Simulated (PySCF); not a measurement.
# Substituent effects on chemical shifts

Parent skeleton `[O:1]=[CH:2][C:3]#[C:4][C:5]#[C:6][SiH3:7]`; one hydrogen on atom 7 is replaced by X. Hydrogens on one atom are averaged.

PySCF 2.14.0 with density-fitted response routines calculation with structure optimised with GFN2-xTB and NMR shieldings at PBE0/pcSseg-1/GIAO; no solvent, single conformer, rapidly exchanging positions averaged, relativity neglected.

References, each an isolated molecule treated in the same way: H2O for 17O (σref 336.08); TMS for 13C (σref 186.93) and 29Si (σref 349.16) and 1H (σref 31.72).

Parent (X = H): O1 772.3, C2 181.0, C3 75.0, C4 89.1, C5 98.1, C6 100.6, Si7 -96.6, H(C2) 9.56, H(Si7) 4.37 ppm. Effects are Δδ = δ(X) − δ(H), positive for deshielding.

Q: Order these by the shift of Si7, most shielded first.
A. X = OH
B. X = SSiH3
C. X = NHCHO
D. X = CH3
E. X = propynyl
F. X = F

A: E (+3.6 ppm), C (+27.3 ppm), D (+29.4 ppm), B (+42.0 ppm), A (+45.5 ppm), F (+66.6 ppm).

Q: Order these by the shift of C6, most shielded first.
A. X = NHCH3
B. X = F
C. X = SSiH3

A: C (-0.3 ppm), B (+1.5 ppm), A (+4.7 ppm).

Q: Order these by the shift of O1, most shielded first.
A. X = F
B. X = propynyl
C. X = isopropenyl
D. X = SSiH3

A: B (-2.4 ppm), C (-0.2 ppm), D (+1.9 ppm), A (+3.9 ppm).

Unscaled 17O shifts of doubly bonded oxygen tend to come out too high, by tens of ppm or more. Experimental scales use liquid or dissolved standards, which lie at an offset from isolated H2O (liquid H2O: subtract about 36 ppm).
